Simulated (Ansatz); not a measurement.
A nudged elastic band was laid between two geometries of BH3O2 + H3P (10 atoms, charge 0, multiplicity 1).

These are results of RKS PBE0/def2-SVP (Ansatz), not measurements.

* movable images: 2
* climbing image: no
* spring: 5.0 eV/Å²
* optimiser: quadratic models (default)
* start path: through a guess of the saddle point
* force threshold: 0.05 eV/Å
* iteration limit: 60
* end points: relaxed

Image 0:

```xyz
10
Properties=species:S:1:pos:R:3
B 0.282 1.344 0.266
H -0.509 1.923 -0.442
O 1.517 0.968 -0.167
O -0.086 1.072 1.539
H -1.729 -1.499 -1.349
P -0.976 -2.359 -0.492
H 1.682 1.210 -1.082
H 0.616 0.618 2.022
H 0.275 -1.813 -0.913
H -1.072 -1.464 0.617
```

Image 3:

```xyz
10
Properties=species:S:1:pos:R:3
B 0.705 0.050 -0.011
H -2.815 1.321 0.046
O 1.907 0.692 -0.024
O -0.368 0.706 0.500
H -3.493 1.656 -0.051
P 0.395 -1.700 -0.803
H 2.632 0.181 -0.395
H -0.130 1.592 0.801
H 1.594 -2.308 -0.317
H -0.426 -2.191 0.253
```

Problem. Which bonds break or form, and what moves?

Solution. Bonds broken: B1–H2, H5–P6. Bonds formed: B1–P6, H2–H5. BH3O2 + H3P becomes BH4O2P + H2.

Problem. Give the energies along the band, and the barrier.

Solution. The run converged. The highest image is number 1 of 0 to 3, 0.48 eV above the first end and 0.28 eV above the last; the last end lies 0.20 eV above the first. No image climbed, so the highest image needn't sit at the top of the path. A band with more images between the same ends climbed to 2.52 eV, so this one has probably stepped over the top. So few images can step over the top or miss a turn of the path. The orbitals stay closed-shell, which can raise the energy where a bond breaks towards radicals; this wasn't checked here.

| image | path coordinate (Å) | energy (eV) | B1–H2 (Å) | H5–P6 (Å) | B1–P6 (Å) |
| --- | --- | --- | --- | --- | --- |
| 0 | 0.00 | 0.00 | 1.21 | 1.43 | 3.98 |
| 1 | 2.95 | 0.48 | 1.24 | 1.45 | 2.79 |
| 2 | 5.90 | 0.29 | 2.91 | 2.71 | 1.95 |
| 3 | 8.85 | 0.20 | 3.74 | 5.19 | 1.95 |

Problem. What is the geometry of the highest image?

Solution. 
```xyz
10
Properties=species:S:1:pos:R:3:forces:R:3
B 0.119 1.018 0.474 -0.24 0.53 0.07
H -0.942 0.776 -0.112 0.78 0.11 0.11
O 1.407 0.928 0.037 -0.18 0.06 0.05
O -0.107 1.517 1.710 0.02 0.33 0.16
H -1.506 -0.702 -1.329 0.37 -0.90 -0.22
P -0.244 -1.329 -0.985 -0.15 -0.27 -0.07
H 1.523 0.337 -0.722 -0.25 0.18 0.05
H 0.718 1.844 2.086 0.12 -0.11 0.23
H -0.307 -2.662 -1.481 -0.50 -0.07 -0.33
H -0.662 -1.726 0.321 0.04 0.13 -0.03
```

Run time: 4.2 min on 2 threads of Arm Neoverse N1 (shared host), peak memory 0.17 GiB.
